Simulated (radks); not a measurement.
Values are calculated unless marked as measured or tabulated.
Ca II, configuration [Ar] 4s1. Code: a radial shooting solver on a logarithmic mesh with Libxc functionals. Model: non-relativistic Kohn-Sham, LDA (Slater exchange, Perdew-Wang correlation), spin-unpolarised, spherical densities, point nucleus; hard spherical wall at 20 bohr.

Normalised radial functions P(r) = r R(r), r in bohr:

```
   r/bohr * 2p, o 3s, + 4p (the largest magnitude, 1.68, reaches the edge; | marks zero, & curves that meet)
  0.01138                             &  o
  0.01303                             +* o
  0.01493                             +* o
  0.01711                             +* o
   0.0196                             +*  o
  0.02245                             + * o
  0.02573                             + * o
  0.02971                             +  * o
  0.03404                             +  * o
    0.039                             +   *o
  0.04468                             |+   &
  0.05119                             |+  o *
  0.05864                             |+  o   *
  0.06719                             |+ o     *
  0.07759                             |+ o       *
   0.0889                             |&            *
   0.1018                             o +             *
   0.1167                            o| +               *
   0.1337                          o  | +                  *
   0.1532                        o    | +                    *
   0.1755                       o     | +                      *
   0.2027                     o       | +                       *
   0.2322                     o       | +                        *
    0.266                    o        | +                        *
   0.3047                     o       |+                        *
   0.3491                       o     |+                      *
      0.4                          o  +                     *
   0.4583                            +o                 *
   0.5293                           + |   o          *
   0.6064                          +  |       o  *
   0.6947                          +  |       *   o
   0.7959                         +   |    *         o
   0.9119                         +   |  *            o
    1.045                         +   | *             o
    1.197                          +  |*             o
    1.382                           + *            o
    1.584                             &          o
    1.814                             * +     o
    2.079                             *   +o
    2.381                             *  o +
    2.728                             * o    +
    3.126                             *o      +
     3.61                             &        +
    4.136                             &       +
    4.739                             &       +
    5.429                             &      +
     6.22                             &    +
    7.126                             &   +
    8.164                             & +
    9.428                             &+
     10.8                             &+
    12.38                             &
    14.18                             &
```

2p: eigenvalue -341.34 eV, 0 radial nodes, <r> = 0.329 bohr, 90 % of the charge inside 0.543 bohr. 3s: eigenvalue -53.369 eV, 2 radial nodes at r = 0.102, 0.455 bohr, <r> = 1.16 bohr, 90 % of the charge inside 1.75 bohr. 4p (empty): eigenvalue -6.073 eV, 2 radial nodes at r = 0.411, 1.60 bohr, <r> = 4.35 bohr, 90 % of the charge inside 6.41 bohr.
